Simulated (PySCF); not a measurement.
**Where the electron goes**

Species: C₃H₁₂O₂Si₃.
Z-matrix (Å and degrees, PBE0-D3(BJ)/def2-SVP geometry), rows numbered from 1:
```
Si
O   1  1.6515
Si  2  1.6465  1  157.72
O   3  1.6450  2  111.19  1    -6.38
Si  4  1.6621  3  149.34  2    53.53
C   5  1.8567  4  112.20  3   -30.78
C   6  1.5111  5  120.64  4   -86.87
C   7  1.4898  6   60.57  5  -106.59
H   1  1.4940  2  110.51  3   -66.88
H   1  1.4927  2  110.70  3    54.11
H   1  1.4911  2  108.44  3   173.83
H   3  1.4896  2  108.03  1   113.89
H   3  1.4851  2  108.59  1  -125.00
H   5  1.4938  4  108.26  3  -149.74
H   5  1.4942  4  108.25  3    91.51
H   6  1.0968  5  116.09  4    61.18
H   7  1.0947  6  118.42  8   108.37
H   7  1.0932  6  117.45  8  -108.54
H   8  1.0951  6  118.44  7  -108.04
H   8  1.0931  6  117.51  7   108.84
```

Theory: TDDFT B3LYP/def2-SVPD, vertical, gas phase, core orbitals frozen in the response in PySCF.

Kohn–Sham orbitals with the atoms that hold most of them (Löwdin shares over 4%, at most four atoms; ? is withheld):

```json
{"orbital": "LUMO+2", "ε (eV)": "0.26", "atoms": "Si1 14%, C8 10%, Si5 9%, H20 7%"}
{"orbital": "LUMO+1", "ε (eV)": "0.09", "atoms": "Si5 16%, Si3 14%, Si1 14%, O4 7%"}
{"orbital": "LUMO", "ε (eV)": "-0.17", "atoms": "?"}
{"orbital": "HOMO", "ε (eV)": "?", "atoms": "?"}
{"orbital": "HOMO-1", "ε (eV)": "-8.12", "atoms": "O4 15%, Si5 11%, H15 11%, C7 10%"}
{"orbital": "HOMO-2", "ε (eV)": "-8.43", "atoms": "C6 25%, C8 13%, C7 13%, O2 10%"}
{"orbital": "HOMO-3", "ε (eV)": "-8.67", "atoms": "O2 28%, Si1 19%, H11 14%, H10 10%"}
```

(1) Which atoms hold the HOMO, and with what shares?

(2) Which atoms hold the LUMO, and with what shares?

(3) What is the HOMO energy, and the HOMO–LUMO gap?

Results:

(1) C6 (bonded to 2 C, Si and H) 17%; O4 (bonded to 2 Si) 16%; C8 (bonded to 2 C and 2 H) 14%; C7 (bonded to 2 C and 2 H) 10%. By element: carbon 40%, oxygen 16% or more.

(2) Si1 (bonded to O and 3 H) 27%; Si3 (bonded to 2 O and 2 H) 14%; O2 (bonded to 2 Si) 10%; H9 (bonded to Si) 9%. By element: silicon 42% or more, oxygen 10% or more, hydrogen 9% or more.

(3) ε(HOMO) = -8.05 eV; the gap is 7.87 eV (0.2894 hartree).

**Question.** How does S1 compare with the orbital gap of 7.87 eV?

**Answer.** S1 is at 6.97 eV (f = 0.0018), 0.91 eV below the gap, made of HOMO→LUMO (51%), HOMO-1→LUMO (37%). Without the coupling terms of the response equations the lowest excitation would equal the gap.

Next come S2 at 7.14 eV (f 0.012), HOMO-1→LUMO (40%), HOMO→LUMO (29%), HOMO→LUMO+1 (16%); S3 at 7.21 eV (f 0.0096), HOMO→LUMO+1 (38%), HOMO-1→LUMO+1 (36%); S4 at 7.36 eV (f 0.0019), HOMO→LUMO+1 (28%), HOMO-1→LUMO+1 (28%), HOMO→LUMO (14%); S5 at 7.43 eV (f 0.0013), HOMO-3→LUMO (72%), HOMO-2→LUMO (8%).

Löwdin shares depend on the basis, the more so with diffuse functions.

On Intel Xeon Platinum 8488C, one thread, shared host with 96 logical CPUs at a one-minute load of 23, this took 6.9 min (with the writing of density and orbital grids) and 1.1 GiB of memory at its peak.

One conformer stands for the species.
